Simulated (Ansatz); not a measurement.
The pair A = CHN (SMILES C#N) (first 3 atoms), B = H4OSi (SMILES O[SiH3]); geometry from B3LYP-D3(BJ)/def2-TZVP.
(charge 0, multiplicity 1):
```json
[
 {"atom": "C", "x (Å)": "0.5763", "y (Å)": "1.5375", "z (Å)": "-0.6186"},
 {"atom": "N", "x (Å)": "0.6017", "y (Å)": "1.1518", "z (Å)": "0.4578"},
 {"atom": "H", "x (Å)": "0.5529", "y (Å)": "1.8977", "z (Å)": "-1.6230"},
 {"atom": "O", "x (Å)": "0.6634", "y (Å)": "0.1526", "z (Å)": "3.2485"},
 {"atom": "Si", "x (Å)": "-0.5380", "y (Å)": "-0.8935", "z (Å)": "3.6461"},
 {"atom": "H", "x (Å)": "0.6835", "y (Å)": "0.5046", "z (Å)": "2.3473"},
 {"atom": "H", "x (Å)": "-1.8867", "y (Å)": "-0.2861", "z (Å)": "3.4968"},
 {"atom": "H", "x (Å)": "-0.3269", "y (Å)": "-1.2623", "z (Å)": "5.0621"},
 {"atom": "H", "x (Å)": "-0.5120", "y (Å)": "-2.1247", "z (Å)": "2.8134"}
]
```

Correlated levels freeze the cores. MP2 and its Hartree–Fock in aug-cc-pV(T+d)Z are density fitted.

Run with Ansatz (Gaussian orbitals). Each number belongs to the level named beside it.

The counterpoise-corrected interaction energy is E(AB) − E(A in the pair's basis) − E(B in the pair's basis). Total energies (hartree):

```tsv
level	AB	A in the pair's basis	B in the pair's basis
HF/aug-cc-pV(D+d)Z	-459.0696322	-92.8886326	-366.1756583
MP2/aug-cc-pV(D+d)Z	-459.6828510	-93.1816097	-366.4929459
HF/aug-cc-pV(T+d)Z	-459.1291953	-92.9103659	-366.2132858
MP2/aug-cc-pV(T+d)Z	-459.8667507	-93.2591095	-366.5987463
CCSD(T)/aug-cc-pV(D+d)Z	-459.7408613	-93.2035120	-366.5294820
```

### Question
Work out the counterpoise-corrected interaction energy at the basis-set limit: extrapolate the MP2 correlation part as X⁻³, take Hartree–Fock from the larger set, and add the CCSD(T) − MP2 difference of aug-cc-pV(D+d)Z.

### Answer

1. Differences (1 hartree = 627.509 kcal/mol): HF/aug-cc-pV(D+d)Z -3.352; MP2/aug-cc-pV(D+d)Z -5.205; HF/aug-cc-pV(T+d)Z -3.479; MP2/aug-cc-pV(T+d)Z -5.582; CCSD(T)/aug-cc-pV(D+d)Z -4.937.
2. Correlation parts, MP2 less HF: -1.854 in aug-cc-pV(D+d)Z (X = 2), -2.103 in aug-cc-pV(T+d)Z (X = 3).
3. Limit (3³·(-2.103) − 2³·(-1.854))/(3³ − 2³) = -2.208; with HF/aug-cc-pV(T+d)Z it gives -5.687.
4. CCSD(T) less MP2 in aug-cc-pV(D+d)Z: 0.269.
Result: -5.42 kcal/mol, against -5.21 at MP2/aug-cc-pV(D+d)Z. It is an estimate of this method's limit, not of the exact value.

Ansatz is a quantum-chemistry and plane-wave program.
